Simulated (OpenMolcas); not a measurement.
# Al I: the spin-orbit constant, worked from levels

* Program: OpenMolcas
* Basis: ANO-R3 [6s5p4d2f1g]
* Scalar Hamiltonian: X2C, finite nucleus
* Active space: 1 electron in 9 orbitals (RAS2 3p; RAS3 3d 4s, at most 1 electron)
* State averaging: 2S+1 = 2 odd, 3 roots; 2S+1 = 2 even, 1 root
* Spin-orbit coupling: RASSI with atomic mean-field integrals over the reference wave functions, term energies averaged over their components

Methods: RASSCF; SS-RASPT2, IPEA 0.25 Eh, imaginary shift 0.1 Eh (closed shells correlated: 2s 2p 3s). Measured levels: NIST Handbook of Basic Atomic Spectroscopic Data.

**The spin-orbit constant.** For the Hund term 2P* of p1, E(J) = (A/2) J(J+1) + constant and ζ = 2S·A = A. From J = 1/2 to J = 3/2 the energy changes by 1.5 A.

| Source | E(3/2) - E(1/2) | A | ζ |
| --- | --- | --- | --- |
| RASSCF | 93.1 | 62.1 | 62 |
| SS-RASPT2 | 93.1 | 62.1 | 62 |
| measured | 112.1 | 74.7 | 75 |

All in cm-1. SS-RASPT2 is off by -16.9 % and RASSCF by -16.9 %. Both methods take the spin-orbit matrix elements from the reference wave functions, so the second can move ζ only through the term energies and any multistate remixing.

No level of 3s2 3d was computed, though it lies in the active space. With one active electron the reference holds no correlation, so core polarisation is missing (holds for RASSCF). With one active electron, CASPT2 adds the correlation within the correlated inactive shells and between them and that electron, and leaves the splitting within a term as the reference gives it (holds for SS-RASPT2). Measured partners are found by configuration, term and J. A level has none where our copy of the source lacks it or the pairing is in doubt (some pairs that miss far off the trend of their configuration count as doubtful), and it then counts in no deviation. Only configurations of the active space appear.

* marks odd parity.
